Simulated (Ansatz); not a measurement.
The same path of ClFH2O2Ti + H4Si (12 atoms, charge 0, multiplicity 1) was run 3 times with different band settings. Lost on the way: Ti1–Cl2, Si8–H12. Made: Ti1–Si8, Cl2–H12.

The calculation used RKS PBE/def2-SVP (Ansatz 0.2.0).

Relaxed end points:

```xyz
12
Properties=species:S:1:pos:R:3
Ti -0.484 -0.466 -0.263
Cl -0.988 -0.412 1.900
O 0.947 0.546 -0.604
H 1.869 0.453 -0.294
O -1.828 0.175 -1.238
H -2.712 -0.208 -1.390
F -0.175 -2.145 -0.675
Si 2.202 2.741 1.583
H 3.057 1.586 1.120
H 1.866 3.607 0.405
H 2.997 3.533 2.584
H 0.956 2.206 2.223
```

```xyz
12
Properties=species:S:1:pos:R:3
Ti -0.340 0.410 -0.191
Cl 2.821 -0.956 1.951
O 1.121 -0.456 -0.708
H 1.731 -0.918 -0.083
O -1.221 1.107 -1.576
H -2.142 1.407 -1.678
F -1.268 -0.280 1.132
Si 0.878 2.431 0.911
H 1.879 1.907 1.947
H 1.726 3.232 -0.048
H 0.031 3.413 1.689
H 2.492 0.320 2.005
```

Common settings: optimiser quadratic models (default); start path through a guess of the saddle point; force threshold 0.05 eV/Å; iteration limit 60; end points relaxed.

| run | movable images | climbing image | spring |
| --- | --- | --- | --- |
| 1 | 7 | yes | 5.0 eV/Å² |
| 2 | 7 | yes | 0.1 eV/Å² |
| 3 | 1 | no | 5.0 eV/Å² |

Problem. What does each run give, and how far can it be trusted?

Solution. Run 1: converged after 37 iterations, highest image 1.775 eV above the first end. The profile has 2 maxima (images 2, 6) with wells between them (image 3): this band takes more than one step, which may be the mechanism or a detour left from its start path. A vibrational analysis at the climbing image gives one clearly imaginary mode, 234i cm⁻¹: a first-order saddle point.
Run 2: converged after 57 iterations, highest image 1.792 eV above the first end. The profile has 2 maxima (images 2, 6) with wells between them (image 4): this band takes more than one step, which may be the mechanism or a detour left from its start path. Neighbouring images differ by up to 1.5 eV, so the band resolves the path poorly. The order of the point at the top wasn't checked.
Run 3: converged after 21 iterations, highest image 1.579 eV above the first end. The highest image is an end point: on this band no image between the ends rises above it. So few images can step over the top or miss a turn of the path.
The orbitals stay closed-shell, which can raise the energy where a bond breaks towards radicals; this wasn't checked here.
